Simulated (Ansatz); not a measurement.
Ansatz results at the PBE0-D4/def2-TZVP geometry: HOMO energy (PBE0/def2-TZVPP) -6.83 eV; HOMO energy (ωB97M-V/def2-TZVPP) -8.98 eV; size of the dipole moment (PBE/def2-TZVPP) 1.38 D.

(1) Which molecule gave them?
A. `C[N](C)[In]([NH2])[NH2]`
B. `C[S][InH2]`
C. `C[O][In]([Cl])[Cl]`
D. `O=C=[N][In]([F])[F]`

## Answers

(1) B. The others give `O=C=[N][In]([F])[F]`: -9.28, -11.53, 0.49; `C[O][In]([Cl])[Cl]`: -8.22, -10.61, 1.51; `C[N](C)[In]([NH2])[NH2]`: -5.74, -8.04, 0.28.
